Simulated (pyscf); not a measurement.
## •O–B(F)–F (SMILES [O]B(F)F), doublet

Gas-phase minimum from PySCF at ωB97X-D3(BJ)/def2-SVP, one conformer. Other isomers of •O–B(F)–F were not searched in full and may lie lower. 

```
B
F 1 1.3201
F 1 1.3202 2 121.43
O 1 1.3619 2 119.21 3 180.00
```
Charge 0, spin multiplicity 2.

Properties at ωB97X-D3(BJ)/def2-SVP:

```json
{
  "harmonic_wavenumbers_unscaled": "387, 464, 663, 886, 1469, 1474 cm⁻¹",
  "zero_point_energy": "7.6 kcal/mol",
  "rotational_symmetry_number": "2",
  "Entropy of this conformer at 298 K and 1 atm, rigid rotor and harmonic oscillator, modes under 100 cm⁻¹ raised to 100": "270.0 J/(mol K)",
  "dipole_moment": "0.07 D",
  "Spin expectation value S2": "0.753"
}
```

Single-point totals, which compare only within one level (frozen core for MP2 and CC):

| level | total energy (hartree) |
|---|---|
| ωB97X-D3(BJ)/def2-TZVP | -300.01048 |
| PBE/def2-TZVP | -299.67281 |
| r²SCAN/def2-TZVP | -299.85089 |
| B3LYP-D3(BJ)/def2-TZVP | -299.98738 |
| PBE0-D3(BJ)/def2-TZVP | -299.67799 |
| M06-2X/def2-TZVP | -299.88008 |
| ωB97M-D3(BJ)/def2-TZVP | -300.04029 |
| UHF/def2-TZVPP | -298.69002 |
| MP2/def2-TZVPP | -299.45512 |
| CCSD/def2-TZVPP | -299.46871 |
| CCSD(T)/def2-TZVPP | -299.49180 |

The CCSD(T) − MP2 part came from Ansatz, without density fitting, on the same reference.
